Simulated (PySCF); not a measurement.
H₃Cl₃OSiTi, charge +1, doublet, geometry from GFN2-xTB (such geometries of metal compounds can be far from the true shape) (the multiplicity is a formal guess). Base run: B3LYP/STO-3G (PySCF).

PySCF was given this input:
```python
from pyscf import gto, scf, dft

mol = gto.Mole()
mol.atom = '''
    Ti   -0.175077    0.174384    0.157413
    Cl    0.116305    2.269375   -0.079384
    Cl   -0.030992   -0.179699    2.250766
    Cl   -2.220301   -0.160371   -0.323122
    O     0.917789   -0.784520   -0.778354
    Si    1.873998   -1.754005   -1.644780
    H     3.189768   -1.759477   -0.931493
    H     2.181415   -0.998197   -2.899308
    H     1.197015   -3.044730   -1.798964
'''
mol.basis = 'sto-3g'
mol.charge = 1
mol.spin = 1
mol.verbose = 3
mol.build()

mf = dft.UKS(mol)
mf.xc = 'b3lyp'
mf.kernel()
```

Each row names what was changed in the base input (with any setting that the change needs).

```tsv
change	ΔE vs base (mEh)	fitting functions	outcome
base	0.000	-	converged
auxbasis = even-tempered beta=2.0	-2.727	578	converged
exchange = seminumerical (SGX) (with mf = sgx.sgx_fit(mf, auxbasis='def2-universal-jfit'); with mf.with_df.dfj = True)	-21.764	375	converged
auxbasis = even-tempered beta=1.6	-2.055	803	converged
auxbasis = cc-pvqz-jkfit	-	-	stopped with an error
auxbasis = def2-universal-jkfit	-4.074	907	converged
auxbasis = def2-tzvp-ri	-9285.0	755	converged
auxbasis = even-tempered beta=3.0	-29.743	364	converged
auxbasis = default (with mf = mf.density_fit())	-4.074	907	converged
auxbasis = cc-pvtz-ri	-	-	stopped with an error
```

A fitting set is made for a task (jfit for Coulomb, jkfit for Coulomb and exchange, ri for correlation) and for a family of orbital bases.

Open shells are given as the SCF converged; they aren't shown to be the lowest states, and a large step between rows can be another state.

- auxbasis = cc-pvqz-jkfit: ended with `pyscf.lib.exceptions.BasisNotFoundError: Basis set not found for Ti in cc-pvqz-jkfit`
- auxbasis = cc-pvtz-ri: ended with `pyscf.lib.exceptions.BasisNotFoundError: Basis set not found for Ti in cc-pvtz-ri`
